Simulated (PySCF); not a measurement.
Gas-phase reaction: 2 TaOF3 + O2 + 4 HF = 2 TaF5 + 2 H2O2

Method: PySCF energies plus ideal-gas RRHO corrections (1 bar). † marks an energy on the PBE0/def2-TZVP geometry and frequencies; other levels use their own. MP2 and CCSD(T) freeze the core. Open shells (unrestricted): O2 (multiplicity 3); the rest are closed-shell singlets. B3LYP is the form with VWN-RPA correlation. Ta: scalar-relativistic def2 core potential, no spin-orbit coupling. TaOF3: computed as isolated molecules; such fragments, hydroxides, amides, oligomers or adducts are transient or little studied in the gas. MP2 isn't extrapolated to the basis-set limit. CCSD(T) isn't extrapolated to the basis-set limit. Warning, large T1 diagnostic: TaOF3 (CCSD(T)/def2-SVP†).

```json
[
 {"level": "B3LYP/def2-TZVP†", "ΔH°(298 K), kJ": "[?]"},
 {"level": "CCSD(T)/def2-SVP†", "ΔH°(298 K), kJ": "[?]"},
 {"level": "CCSD(T)/def2-TZVPP†", "ΔH°(298 K), kJ": "[?]"},
 {"level": "MP2/def2-SVP†", "ΔH°(298 K), kJ": "[?]"},
 {"level": "PBE/def2-SVP", "ΔH°(298 K), kJ": "-220"},
 {"level": "PBE0/def2-SVP†", "ΔH°(298 K), kJ": "-187"},
 {"level": "PBE0/def2-TZVP", "ΔH°(298 K), kJ": "-112"},
 {"level": "LDA/def2-TZVP†", "ΔH°(298 K), kJ": "-238"},
 {"level": "ωB97X-V/def2-TZVP†", "ΔH°(298 K), kJ": "-148"}
]
```

Q: Complete the blanks.

A: 
- B3LYP/def2-TZVP†, ΔH°(298 K), kJ: -111
- CCSD(T)/def2-SVP†, ΔH°(298 K), kJ: -118
- CCSD(T)/def2-TZVPP†, ΔH°(298 K), kJ: -97
- MP2/def2-SVP†, ΔH°(298 K), kJ: -43
